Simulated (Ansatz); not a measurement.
Stepwise reaction of `[NH]=[Ta]([NH2])([OH])[OH]` with ammonia, as a gas-phase model of exchange steps in deposition or etching. ΔE in kJ/mol; ΔG adds harmonic PBE0-D4 terms to CCSD(T)/CBS, at 1 bar.

Isolated molecules relaxed with PBE0-D4/def2-TZVP in Ansatz; ΔE leaves out vibrations. CCSD(T)/CBS adds triple-zeta CCSD(T) − MP2 to the extrapolated MP2 energy (def2 sets, frozen cores). This one scheme is used for every species. Functionals use def2-TZVPP. B3LYP here is the variant with VWN-RPA as its local correlation; programs differ in this. def2 core potentials past Kr. For Ta outer-core shells are correlated without core-valence functions, which leaves a few kJ/mol of doubt a bond. Each species was taken in one conformer, which may not be the lowest.

| step | reaction | PBE-D4 | B3LYP-D4 | ωB97M-V | CCSD(T)/CBS | ΔG(400 K) |
| --- | --- | --- | --- | --- | --- | --- |
| 2 | `[NH]=[Ta]([NH2])([NH2])[OH]` + NH₃ → `[NH]=[Ta]([NH2])([NH2])[NH2]` + H₂O | 60.4 | 62.9 | 62.7 | 56.9 | 56.6 |

**Question.** Give the row of step 1, `[NH]=[Ta]([NH2])([OH])[OH]` + NH₃ → `[NH]=[Ta]([NH2])([NH2])[OH]` + H₂O. (Estimate.)

**Answer.** Ansatz gave: 
| step | reaction | PBE-D4 | B3LYP-D4 | ωB97M-V | CCSD(T)/CBS | ΔG(400 K) |
| --- | --- | --- | --- | --- | --- | --- |
| 1 | `[NH]=[Ta]([NH2])([OH])[OH]` + NH₃ → `[NH]=[Ta]([NH2])([NH2])[OH]` + H₂O | 55.7 | 57.4 | 57.4 | 51.2 | 47.0 |

**Question.** By hand: ΔE of the 2 steps together at CCSD(T)/CBS.

**Answer.** (51.2) + (56.9) = 108.1 kJ/mol, or 54.0 kJ/mol a step.

In ΔE each step is higher than the one before. All are uphill at CCSD(T)/CBS. ΔG lies between 47.0 and 56.6 kJ/mol a step. PBE-D4 differs from CCSD(T)/CBS by 3.5 to 4.5 kJ/mol a step. Isolated molecules leave out the surface, adducts and barriers. Largest T1 diagnostic: 0.018.
